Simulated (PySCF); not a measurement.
Gas-phase reaction: B3O3H3 + 3 B2O3 ⇌ (HBO2)3 + 6 BO

Computed with PySCF (xtb for GFN2) and rigid-rotor harmonic-oscillator thermochemistry at 1 bar. Table values come from the NASA 1993 polynomials. After a fit of one offset per element over all species, the range-separated, M06-2X, PBE0/def2-QZVP and CCSD(T)/def2-TZVPP enthalpies, where run, lie to one side of the table for B3O3H3 (+31 kJ/mol), BO (+18 kJ/mol): a fault of the table's entry, another state or a shared error of the levels is possible; this was not checked at source. † marks an energy on the PBE0/def2-TZVP geometry and frequencies; other levels use their own. MP2 and CCSD(T) freeze the core. 6-31G* has spherical d functions here. Open shells (unrestricted): BO (multiplicity 2); the rest are closed-shell singlets. GFN2 has no spin-polarisation term. B3LYP is the form with VWN-RPA correlation. MP2 isn't extrapolated to the basis-set limit. CCSD(T) isn't extrapolated to the basis-set limit. The table's entry may be an old estimate for B3O3H3, B2O3, (HBO2)3, BO (not checked at source). Warning, point group unlike the PBE0 one: B2O3 (GFN2-xTB, PBE/def2-SVP).

```json
[
 {"level": "table", "ΔH°(298 K), kJ": "1453.6"},
 {"level": "B3LYP/6-31G*", "ΔH°(298 K), kJ": "…"},
 {"level": "B3LYP/def2-TZVP†", "ΔH°(298 K), kJ": "1530.3"},
 {"level": "BLYP/def2-TZVP†", "ΔH°(298 K), kJ": "1503.7"},
 {"level": "CCSD(T)/def2-SVP†", "ΔH°(298 K), kJ": "…"},
 {"level": "GFN2-xTB", "ΔH°(298 K), kJ": "1913.2"},
 {"level": "HF/6-31G*", "ΔH°(298 K), kJ": "1294.6"},
 {"level": "HF/def2-TZVP†", "ΔH°(298 K), kJ": "1241.2"},
 {"level": "M06-2X/def2-TZVP†", "ΔH°(298 K), kJ": "…"},
 {"level": "MP2/def2-SVP†", "ΔH°(298 K), kJ": "1486.6"},
 {"level": "PBE/def2-SVP", "ΔH°(298 K), kJ": "1523.2"},
 {"level": "PBE/def2-TZVP†", "ΔH°(298 K), kJ": "…"}
]
```

Task: Some entries are withheld; supply them.

Result: 
- B3LYP/6-31G*, ΔH°(298 K), kJ: 1604.3
- CCSD(T)/def2-SVP†, ΔH°(298 K), kJ: 1449.0
- M06-2X/def2-TZVP†, ΔH°(298 K), kJ: 1492.7
- PBE/def2-TZVP†, ΔH°(298 K), kJ: 1491.2
